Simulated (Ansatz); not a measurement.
A structure relaxed at PBE0-D4/def2-SVP in Ansatz, charge 0, singlet:

```
atom   x (Å)   y (Å)   z (Å)
 Sn1  -0.290   0.329  -1.838
  H2  -1.476   1.503  -1.442
  H3   0.371   0.624  -3.387
  H4  -0.975  -1.241  -1.744
 Se5   1.664   0.494  -0.216
 Sn6   0.372  -0.303   1.828
  H7  -0.192  -1.901   1.563
  H8  -0.959   0.742   2.112
  H9   1.485  -0.247   3.125
```

Give its formula, name or SMILES.

(H3Sn)2Se (Sn2H6Se).

Summarise the bond lengths by kind (pairs closer than 1.2 times the sum of covalent radii, bridged metal pairs left out).

2 × Se–Sn 2.55 Å; 6 × H–Sn 1.71 to 1.72 Å.

In the def2 sets Sn takes a core potential; there is no spin–orbit coupling.
